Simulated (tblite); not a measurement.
Compound: C₇H₁₂BF.
Numbering: `[CH2:1]=[C:2]1[CH2:3][C@@H:4]([B:5]([CH3:6])[CH3:7])[C@@H:8]1[F:9]` (hydrogens: H10, H11 on C1; H12, H13 on C3; H14 on C4; H15, H16, H17 on C6; H18, H19, H20 on C7; H21 on C8)

Computed with GFN2-xTB (tblite), gas phase: L-BFGS steps from a force-field or distance-geometry start until the largest atomic force falls under 0.01 eV/Å.

Step 17: E = -735.0535 eV
```
atom  x, y, z in Å  |  force x, y, z in eV/Å
C1      3.3757    0.3356    0.6087   -0.056  -0.027  -0.010
C2      2.1419   -0.0574    0.3757    0.004  -0.049  -0.020
C3      1.2967   -0.1390   -0.8669   -0.095   0.043  -0.001
C4      0.1060    0.3440    0.0195   -0.045   0.075  -0.011
B5     -1.4146   -0.0224   -0.2669   -0.002  -0.102  -0.034
C6     -2.1993   -1.0901    0.5859    0.032   0.004   0.012
C7     -2.1691    0.7798   -1.4052    0.023  -0.023   0.014
C8      0.9138   -0.1865    1.2282   -0.067   0.016  -0.052
F9      0.8649    0.5480    2.3884   -0.023  -0.015   0.004
H10     3.7381    0.5048    1.6065    0.015  -0.050   0.057
H11     4.0621    0.5194   -0.1989    0.059  -0.017  -0.032
H12     1.1528   -1.1651   -1.2071    0.016   0.058  -0.040
H13     1.5986    0.4936   -1.6967   -0.047  -0.009  -0.054
H14     0.1829    1.4343    0.0595    0.002   0.078   0.025
H15    -3.0376   -0.6093    1.0909    0.008   0.004  -0.014
H16    -2.6454   -1.8611   -0.0442    0.043   0.058   0.001
H17    -1.6083   -1.5869    1.3518   -0.012  -0.010  -0.027
H18    -2.0532    1.8546   -1.2613   -0.003  -0.040  -0.007
H19    -3.2379    0.5723   -1.4631    0.117  -0.023   0.016
H20    -1.7451    0.5713   -2.3891    0.007  -0.018   0.072
H21     0.6681   -1.2230    1.4837    0.024   0.047   0.103
```

Step 18: E = -735.0562 eV
```
atom  x, y, z in Å  |  force x, y, z in eV/Å
C1      3.3755    0.3316    0.6084   -0.021  -0.004  -0.004
C2      2.1417   -0.0578    0.3732   -0.058  -0.089  -0.032
C3      1.2955   -0.1367   -0.8687   -0.111   0.060  -0.017
C4      0.1053    0.3453    0.0200   -0.035   0.060  -0.004
B5     -1.4164   -0.0237   -0.2660    0.070  -0.043  -0.002
C6     -2.2006   -1.0899    0.5869    0.040   0.018  -0.002
C7     -2.1673    0.7793   -1.4037    0.042  -0.041   0.028
C8      0.9148   -0.1862    1.2279   -0.085   0.041  -0.041
F9      0.8701    0.5560    2.3845   -0.025  -0.041  -0.003
H10     3.7299    0.4983    1.6103    0.043  -0.049   0.015
H11     4.0615    0.5167   -0.2004    0.057  -0.018   0.016
H12     1.1509   -1.1619   -1.2130    0.019   0.073  -0.030
H13     1.5957    0.4995   -1.6975   -0.047  -0.027  -0.037
H14     0.1832    1.4366    0.0629   -0.012   0.039   0.017
H15    -3.0395   -0.6115    1.0935    0.019  -0.006  -0.020
H16    -2.6435   -1.8584   -0.0477    0.026   0.034   0.010
H17    -1.6056   -1.5863    1.3490   -0.022  -0.028  -0.006
H18    -2.0528    1.8539   -1.2624   -0.005  -0.029  -0.004
H19    -3.2326    0.5668   -1.4637    0.035  -0.013   0.011
H20    -1.7412    0.5667   -2.3839    0.033  -0.014   0.015
H21     0.6667   -1.2214    1.4899    0.037   0.077   0.090
```

Step 19: E = -735.0590 eV
```
atom  x, y, z in Å  |  force x, y, z in eV/Å
C1      3.3745    0.3274    0.6080    0.009   0.008   0.001
C2      2.1408   -0.0600    0.3702   -0.099  -0.082  -0.037
C3      1.2924   -0.1333   -0.8709   -0.087   0.062  -0.030
C4      0.1037    0.3478    0.0205   -0.014   0.037   0.008
B5     -1.4171   -0.0257   -0.2652    0.113   0.027   0.028
C6     -2.2012   -1.0895    0.5879    0.042   0.020  -0.012
C7     -2.1647    0.7780   -1.4017    0.049  -0.050   0.028
C8      0.9144   -0.1852    1.2269   -0.068   0.052  -0.014
F9      0.8752    0.5633    2.3806   -0.025  -0.046  -0.007
H10     3.7226    0.4909    1.6142    0.055  -0.053  -0.042
H11     4.0621    0.5137   -0.2011    0.037  -0.023   0.070
H12     1.1492   -1.1572   -1.2199    0.004   0.071  -0.021
H13     1.5920    0.5050   -1.6989   -0.047  -0.027  -0.022
H14     0.1833    1.4396    0.0664   -0.028   0.008   0.008
H15    -3.0411   -0.6141    1.0959    0.030  -0.009  -0.025
H16    -2.6411   -1.8550   -0.0510    0.005   0.005   0.010
H17    -1.6035   -1.5864    1.3463   -0.022  -0.046   0.020
H18    -2.0528    1.8527   -1.2639   -0.001  -0.018   0.003
H19    -3.2268    0.5612   -1.4645   -0.044  -0.009   0.008
H20    -1.7366    0.5619   -2.3784    0.058  -0.013  -0.040
H21     0.6659   -1.2182    1.4982    0.034   0.086   0.065
```

Task: Estimate the geometry and energy of step 20. (The exact step hangs on the optimiser's Hessian estimate; all steps are aligned on step 19, rigid shifts and turns removed.)

Result: E = -735.0618 eV, largest force 0.142 eV/Å
```
atom  x, y, z in Å  |  force x, y, z in eV/Å
C1      3.3728    0.3226    0.6075    0.019   0.004   0.001
C2      2.1390   -0.0640    0.3663   -0.103  -0.032  -0.029
C3      1.2874   -0.1286   -0.8738   -0.034   0.046  -0.032
C4      0.1019    0.3509    0.0212    0.010   0.016   0.019
B5     -1.4162   -0.0270   -0.2636    0.106   0.082   0.046
C6     -2.2009   -1.0887    0.5888    0.039   0.008  -0.014
C7     -2.1615    0.7759   -1.3994    0.038  -0.048   0.006
C8      0.9130   -0.1832    1.2256   -0.022   0.045   0.021
F9      0.8807    0.5704    2.3765   -0.023  -0.027  -0.002
H10     3.7160    0.4820    1.6176    0.055  -0.058  -0.095
H11     4.0637    0.5101   -0.2003    0.010  -0.030   0.113
H12     1.1472   -1.1505   -1.2284   -0.025   0.051  -0.016
H13     1.5873    0.5106   -1.7010   -0.044  -0.009  -0.012
H14     0.1828    1.4427    0.0701   -0.042  -0.004   0.001
H15    -3.0423   -0.6174    1.0983    0.040  -0.004  -0.029
H16    -2.6384   -1.8513   -0.0541   -0.011  -0.020   0.005
H17    -1.6019   -1.5877    1.3438   -0.018  -0.060   0.045
H18    -2.0530    1.8511   -1.2658    0.004  -0.014   0.010
H19    -3.2213    0.5553   -1.4657   -0.089  -0.007   0.008
H20    -1.7306    0.5564   -2.3732    0.074  -0.011  -0.074
H21     0.6655   -1.2128    1.5089    0.015   0.071   0.029
```

The energy changes by -0.0028 eV. The first-order estimate −F·Δx gives -0.0039 eV and the mean of the old and new forces, exact on a quadratic surface, -0.0028 eV. The step makes an angle of 68° with the force vector and moves no atom by more than 0.012 Å.

What follows is the cost of the whole relaxation. Hardware: an Arm Neoverse N1 with one thread, shared host with 64 logical CPUs at a one-minute load of 61. Cost: 2.7 s wall.
